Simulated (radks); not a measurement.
The numbers below are computed, except where a source is named.
Question: Successive ionisation energies (eV) of one element, from differences of total energies of ions in their ground configurations, starting at charge 44: 3664.1, 3779.1, 3940.7, 4061.6, 4183.3, 4305.6, 4428.3, 4896.2, 5003.1, 5107.5, 5258.4, 5367.9, 5475.0, 5910.8, 6032.2, 13678.1, 13971.7, 14256.7, 14682.9, 14985.8, 15280.0, 16534.8. Code: a radial shooting solver on a logarithmic mesh with Libxc functionals. Model: scalar-relativistic Kohn-Sham, r2SCAN, spin-polarised, spherical densities, finite nucleus; open shells are filled with parallel spins first (spin-orbit coupling, left out, can overturn this in heavy ions); meta-GGA in the generalised Kohn-Sham scheme; Fermi nuclear charge, rms radius 5.2256 fm. Which element is it?

Answer: Thulium (Z = 69). The first species listed is Tm44+ in [Ar] 3d7, the last Tm65+ in [He] 2s2.
